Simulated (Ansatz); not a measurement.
Reaction (silylene formation by 1,1-elimination): `C[SiH](F)N[SiH3]` → `CN[SiH3]` + `F[SiH]`

Isolated molecules relaxed with PBE0-D4/def2-TZVP in Ansatz; ΔE leaves out vibrations. CBS: MP2 limit from def2 TZ/QZ plus the TZ coupled-cluster correction, frozen cores. This one scheme is used for every species. Functionals use def2-TZVPP. One conformer a species, not always the lowest.

Problem. Is it downhill or uphill in electronic energy at CCSD(T)/CBS, and by how much? (An estimate is asked.)

Solution. Computed: Uphill: ΔE = +90.3 kcal/mol.

Problem. What do these levels give: PBE0-D4, r2SCAN, MP2/def2-TZVPP, SCS-MP2/def2-TZVPP, CCSD(T)/def2-TZVPP, SCS-MP2/def2-QZVPP? (Best estimate.)

Solution. Ansatz gave: PBE0-D4 90.9, r2SCAN 93.9, MP2/def2-TZVPP 93.8, SCS-MP2/def2-TZVPP 89.9, CCSD(T)/def2-TZVPP 88.5, SCS-MP2/def2-QZVPP 91.1 kcal/mol.

Largest T1 diagnostic among the species: 0.015.

The D4 term adds +4.1 kcal/mol with B3LYP and +2.3 kcal/mol with PBE0; it sums over pairs of atoms, weighted by their polarisabilities, and B3LYP, whose exchange is more repulsive, gets the larger term. From PBE to PBE0 (25 % exact exchange), in def2-TZVPP and without D4, ΔE moves by +4.5 kcal/mol. In def2-TZVPP, CCSD(T) changes the Hartree–Fock value by +2.1 kcal/mol (the triples alone add +0.6 kcal/mol) and MP2 by +7.4 kcal/mol.

B3LYP here is the variant with VWN-RPA as its local correlation; programs differ in this.
